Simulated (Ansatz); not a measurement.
The cluster Ru₄⁺, relaxed as a doublet with UKS PBE-D4/def2-SVP in Ansatz, starting from the GFN2-xTB geometry. Force threshold 0.02 eV/Å.

In the def2 sets Ru takes a core potential; there is no spin–orbit coupling. The charge 1 doublet is spin-contaminated (final ⟨S²⟩ up to 2.52, 0.75 for a pure state). The structure comes from a short search, and lower isomers may exist.

Start:

```xyz
4

Ru   -1.851    1.099   -0.328
Ru    1.225    0.982   -2.616
Ru   -1.237   -1.009    2.621
Ru    1.863   -1.072    0.323
```

| step | energy (eV) | largest force component (eV/Å) | SCF passes |
| --- | --- | --- | --- |
| 1 | -10314.1178 | 1.418 | 539 |
| 2 | -10315.0803 | 1.918 | 177 |
| 3 | -10316.5363 | 2.553 | 192 |
| 4 | -10318.2323 | 2.808 | 257 |
| 5 | -10320.0899 | 3.114 | 108 |
| 6 | -10321.5952 | 1.968 | 130 |
| 7 | -10322.2115 | 0.934 | 63 |
| 8 (rejected) | -10322.0470 | 1.426 | 97 |
| 9 | -10322.2718 | 0.281 | 69 |
| 10 | -10322.2817 | 0.091 | 58 |
| 11 | -10322.3746 | 0.318 | 81 |
| 12 | -10322.7707 | 1.068 | 88 |
| 13 | -10323.1304 | 1.266 | 55 |
| 14 | -10323.4329 | 0.650 | 55 |
| 15 | -10323.5880 | 0.312 | 64 |
| 16 (rejected) | -10323.5369 | 0.449 | 58 |
| 17 | -10323.6321 | 0.122 | 60 |
| 18 | -10323.6330 | 0.126 | 40 |
| 19 | -10323.6351 | 0.058 | 45 |
| 20 (rejected) | -10323.5919 | 0.626 | 58 |
| 21 | -10323.6356 | 0.011 | 39 |
| 22 | -10323.6356 | 0.002 | 29 |

Force components are those of the run's own axes.

End:

```csv
atom,x (Å),y (Å),z (Å)
Ru1,-0.956,1.159,0.107
Ru2,0.323,-0.060,-1.478
Ru3,-0.791,-0.930,0.882
Ru4,1.423,-0.169,0.490
```

Bonds formed: Ru1–Ru2, Ru1–Ru4, Ru2–Ru3, Ru3–Ru4 (atoms count from 1). Metal–metal contacts that move far: Ru1–Ru3 3.68 to 2.23 Å, Ru2–Ru4 3.64 to 2.26 Å. The end is the same structure that another start reached, the lowest one found.

The force fell under the threshold at step 21, but the optimiser went on. No frequencies were taken in this run, so the end may be a saddle point.

Hardware: 2 threads of Arm Neoverse V1 on a shared host. Wall time 8.3 min.
